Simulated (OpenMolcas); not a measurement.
## Co5+: from CASSCF to CASPT2

- Program: OpenMolcas
- Basis: ANO-RCC-VQZP [7s6p4d3f2g1h]
- Scalar Hamiltonian: DKH2, point nucleus
- Active space: 4 electrons in 5 orbitals (3d)
- State averaging: 2S+1 = 5 even, 5 roots; 2S+1 = 3 even, 45 roots; 2S+1 = 1 even, 50 roots
- Spin-orbit coupling: state interaction with AMFI integrals over the reference wave functions, term energies averaged over their components

Methods on the same reference wave functions:
A. CASSCF
B. SS-CASPT2, IPEA 0.25 Eh, imaginary shift 0.1 Eh (closed shells correlated: 3s 3p)
C. MS-CASPT2, IPEA 0.25 Eh, imaginary shift 0.1 Eh (closed shells correlated: 3s 3p)

Energies in cm-1 above 3d4 5D0, the measured ground level; measured values from Sugar and Corliss, J. Phys. Chem. Ref. Data 10, 1097 (1981).

| Level | A | B | C | Measured |
| --- | --- | --- | --- | --- |
| 3d4 5D0 | 0.0 | 0.0 | 0.0 | 0.0 |
| 3d4 5D1 | 206 | 211 | 211 | 204 |
| 3d4 5D2 | 604 | 614 | 614 | 589 |
| 3d4 5D3 | 1172 | 1183 | 1184 | 1125 |
| 3d4 5D4 | 1885 | 1893 | 1893 | 1782 |
| 3d4 3H4 | 30467 | 28690 | 28690 | 28377 |
| 3d4 3H5 | 30906 | 29160 | 29160 | 28806 |
| 3d4 3H6 | 31381 | 29660 | 29660 | 29234 |
| 3d4 3P0(1) | 32320 | 27490 | 27480 | 27166 |
| 3d4 3P1(1) | 33534 | 28740 | 28730 | 28462 |
| 3d4 3F2(1) | 35150 | 30960 | 30960 | 30555 |
| 3d4 3F3(1) | 35225 | 31060 | 31060 | 30635 |
| 3d4 3F4(1) | 35430 | 31280 | 31280 | 30817 |
| 3d4 3P2(1) | 35617 | 30810 | 30810 | 30506 |
| 3d4 3G3 | 38484 | 34590 | 34590 | 34026 |
| 3d4 3G4 | 38987 | 35100 | 35100 | 34475 |
| 3d4 3G5 | 39356 | 35510 | 35520 | 34855 |
| 3d4 1I6 | 46007 | 43590 | 43590 | 42800 |
| 3d4 1G4(1) | 48658 | 43020 | 43020 | 41926 |
| 3d4 3D3 | 49530 | 42580 | 42580 | 41676 |
| 3d4 3D2 | 49685 | 42750 | 42750 | 41856 |
| 3d4 3D1 | 49891 | 42940 | 42940 | 42098 |
| 3d4 1S0(1) | 56337 | 46410 | 46420 | 45372 |
| 3d4 1D2(1) | 60085 | 54210 | 54220 | 52740 |

Deviations, from unrounded energies. A percentage is the sum of absolute deviations over the sum of measured energies, with the sign that they share, or ± where signs differ.

| Against measurement | Levels | A | B | C |
| --- | --- | --- | --- | --- |
| mean absolute deviation (cm-1) | 23 | 4400 | 540 | 540 |
| fine structure of the ground term (%) | 4 | +4.5 | +5.4 | +5.5 |
| other terms of the ground configuration (%) | 19 | +14.9 | +1.8 | +1.8 |

B, C lie about equally close to measurement and A furthest from it. The largest miss of C in the table is 3d4 1D2(1), by +1500 cm-1. The ranking rests on the paired levels alone, and a cruder setting can come out closer through cancelling errors.

Between B and C the level of the table that moves most is 3d4 3P0(1), by 12 cm-1 (lowest in C, highest in B). Moves below CASPT2's spread within the term are not significant.

The two smallest mean deviations differ by little beside CASPT2's spread within terms, so their order carries little weight.

From A to B the spin-free energies of the other terms of 3d4 shown, above 5D, scale by factors of 0.82 to 0.95, as is usual when dynamic correlation screens the repulsion within a d or f shell.

The lowest spin-free term lies below A's lowest term by 0.388 hartree in B, 0.388 hartree in C.

CASPT2 breaks the degeneracy within a term, and the mean is taken; among the terms shown or strongly mixed into the levels shown the widest spread is 1200 cm-1 (3d4 1I, C). The CASPT2 spread within a term exceeds the gap to the next term for 3d4 3D and 3d4 1G(1), so the order of their levels is uncertain (figures for B; the like holds for C). Without dynamic correlation excited terms often stand tens of per cent too high (terms of higher spin than the ground term too low), and those without a measured partner can miss by more than the paired ones (holds for A). Computed and measured levels are paired by configuration, term and J; levels that our copy of the source lacks, or whose pairing is in doubt (as where it misses far off the trend of its configuration), stay unpaired and out of the deviations. Levels of configurations outside the active space are missing. The table leaves out levels that lie high or whose names do not pair safely across all columns.

A number in round brackets counts repeated terms of one configuration in the order of the reference energies.
